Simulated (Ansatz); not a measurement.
Species: BHBr, charge 0, doublet. BHBr (SMILES Br[BH], doublet).
B3LYP-D3(BJ)/def2-TZVP minimum from Ansatz (an electronic-structure program):
```xyz
3

B     -0.8850    -1.2987     0.2227
H     -1.8752    -1.5153    -0.3973
Br     0.1800     0.2288    -0.0205
```
Charge 0, spin multiplicity 2.

Total energies in aug-cc-pVDZ, 11 correlated electrons, 15 frozen orbitals. Open shells are spin-unrestricted; no spin-orbit coupling. Correlated methods leave the cores frozen (noble-gas shells, and filled d and f shells in the p block). No relativity. Spin-orbit terms, left out, reach several kcal/mol for Br and I, and more for heavier atoms.

| method | program | energy (Eh) | minus CCSDT(Q) (mEh) |
|---|---|---|---|
| HF | Ansatz | -2597.61621 | 216.91 |
| MP2 | Ansatz | -2597.80106 | 32.06 |
| CCSD | Ansatz | -2597.82522 | 7.90 |
| CCSD(T) | Ansatz | -2597.83186 | 1.26 |
| CCSDT(Q) | Ansatz | -2597.83312 | 0.00 |

Rough core times of Ansatz's runs on a shared machine: CCSD(T) under 20 s, CCSDT(Q) 80 s.
